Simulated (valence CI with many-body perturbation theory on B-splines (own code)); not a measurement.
# Valence orbitals of Al5+

Level of theory: configuration interaction combined with many-body perturbation theory (CI+MBPT): six valence electrons over a frozen Dirac-Fock core [He], a basis of 9 s, 9 p, 8 d, 6 f, 3 g, 1 h functions for each j, with the one-electron correlation potential Σ1, the two-electron term Σ2, the three-electron term Σ3, Breit, model QED; selected CI, second order for the rest, scaled by the run's own slope (own B-spline code, finite nucleus).

Against 19 measured levels this calculation errs by 241 cm⁻¹ on average and by 587 at most. These come from a selection out of NIST levels in Kelleher and Podobedova, J. Phys. Chem. Ref. Data 37, 709 (2008); Martin and Zalubas, J. Phys. Chem. Ref. Data 8, 817 (1979). Levels without a partner in it may be off by more. Among the levels kept, up to 1500 cm⁻¹ of a level comes from second order outside the variational space, and about a tenth of that is noise between levels of different J, which matters for small intervals. 1 measured level below the end of the list, from 1064493 cm⁻¹ on, found no clear computed partner, and computed levels of the same name lie up to 1338 cm⁻¹ from them.

These are the spectroscopic orbitals of the CI (the correlating ones are not listed), shaped by the core and the other valence electrons. h is the expectation value of the core's Dirac-Fock operator, without the valence repulsion; Σ1 is computed up to l = 3 at one energy for each symmetry, that of its lowest orbital but kept below the first core excitation, so for empty shells it is not the orbital's own correlation shift; Breit and QED include the response of the core.

```csv
Orbital,h (hartree),Σ1 (cm⁻¹),Breit (cm⁻¹),QED (cm⁻¹),⟨r⟩ (bohr)
2s1/2,-15.965,-833,334,207,0.5835
3s1/2,-6.5108,-141,66.4,41.9,1.576
4s1/2,-3.467,-46.7,22.9,14.5,3.098
5s1/2,-2.1536,-21.4,10.6,6.8,5.111
2p1/2,-15.029,-1720,561,-17.9,0.5391
3p1/2,-6.1333,-283,111,-3.5,1.631
4p1/2,-3.3057,-98.9,40.3,-1.3,3.240
5p1/2,-2.0713,-46.6,19.3,-0.6,5.338
2p3/2,-14.999,-1696,250,-6.8,0.5407
3p3/2,-6.1255,-280,48.6,-1.3,1.633
4p3/2,-3.3026,-97.7,17.6,-0.5,3.243
5p3/2,-2.0697,-46.1,8.4,-0.2,5.343
3d3/2,-5.6771,-44.3,0.8,-0.2,1.604
4d3/2,-3.1425,-20.0,0.4,-0.1,3.312
5d3/2,-1.9921,-10.4,0.2,0.0,5.515
3d5/2,-5.6757,-44.2,0.2,0.1,1.604
4d5/2,-3.1419,-19.9,0.1,0.1,3.312
5d5/2,-1.9918,-10.4,0.1,0.0,5.516
4f5/2,-3.0108,-1.9,0.0,0.0,2.987
5f5/2,-1.928,-1.1,0.0,0.0,5.229
4f7/2,-3.0106,-1.9,0.0,0.0,2.987
5f7/2,-1.9279,-1.1,0.0,0.0,5.229
5g7/2,-1.9204,,0.0,0.0,4.582
5g9/2,-1.9203,,0.0,0.0,4.582
```

Among the shells of the start configuration 2s2 2p4, Σ1 is largest in size for 2p1/2, where it is 0.052 % of h.

Lowest root of each symmetry, sizes in configuration state functions:

```
J  Parity  Roots  Reference  Variational  Second order  Change by selected CI (cm⁻¹)  Change by second order (cm⁻¹)
0    even      6         25        91302       2180039                        -40483                           -117
1    even     10         57        94262       5698828                        -40308                           -292
2    even     10         68        92175       8226129                        -40261                           -332
3    even      6         50        96062       9232136                        -48463                           -513
4    even      2         28       106526      11014214                        -49661                           -909
0     odd      4         22        84280       2662372                        -46109                           -215
1     odd      8         56        98290       5486992                        -45951                           -346
2     odd      7         61        94051       7552279                        -45761                           -542
3     odd      3         46        96439       8833926                        -50478                           -702
4     odd      2         27        85066       6786264                        -51377                           -635
5     odd      1         12        89410       4529280                        -52878                           -343
```
